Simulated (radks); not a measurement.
The nuclear charge of the dysprosium ion Dy+ is varied continuously with 65 electrons held in [Xe] 4f10 6s1. Method: Dirac Kohn-Sham, PBEsol, spin-unpolarised, spherical densities, point nucleus; open shells are shared between the two j in proportion to 2j + 1; computed with a radial shooting solver on a logarithmic mesh with Libxc functionals. By the Hellmann-Feynman theorem dE/dZ = E(electron-nucleus)/Z, the electronic potential at the nucleus.

| Z | E (hartree) | E(electron-nucleus)/Z (hartree) | HOMO | e(HOMO) (eV) | <r> HOMO (bohr) |
|---|---|---|---|---|---|
| 65.5 | -11938.1059 | -449.153 | 4f7/2 | -2.693 | 0.9627 |
| 65.6 | -11983.0730 | -450.190 | 4f7/2 | -3.853 | 0.9423 |
| 65.7 | -12028.1438 | -451.225 | 4f7/2 | -5.094 | 0.9251 |
| 65.8 | -12073.3181 | -452.260 | 4f7/2 | -6.404 | 0.9101 |
| 65.9 | -12118.5957 | -453.293 | 4f7/2 | -7.774 | 0.8966 |
| 66 | -12163.9767 | -454.327 | 6s1/2 | -8.835 | 3.707 |
| 66.1 | -12209.4610 | -455.360 | 6s1/2 | -9.555 | 3.644 |
| 66.2 | -12255.0486 | -456.392 | 6s1/2 | -10.293 | 3.585 |
| 66.3 | -12300.7395 | -457.425 | 6s1/2 | -11.048 | 3.528 |
| 66.4 | -12346.5336 | -458.458 | 6s1/2 | -11.819 | 3.474 |
| 66.5 | -12392.4310 | -459.490 | 6s1/2 | -12.606 | 3.423 |
| 66.6 | -12438.4317 | -460.523 | 6s1/2 | -13.408 | 3.374 |
| 66.7 | -12484.5357 | -461.556 | 6s1/2 | -14.226 | 3.327 |
| 66.8 | -12530.7430 | -462.590 | 6s1/2 | -15.058 | 3.282 |
| 66.9 | -12577.0536 | -463.623 | 6s1/2 | -15.904 | 3.239 |
| 67 | -12623.4677 | -464.657 | 6s1/2 | -16.765 | 3.197 |

The central difference of E at Z = 66 is -454.327 hartree, to compare with the third column; the second derivative is -10.3 hartree.
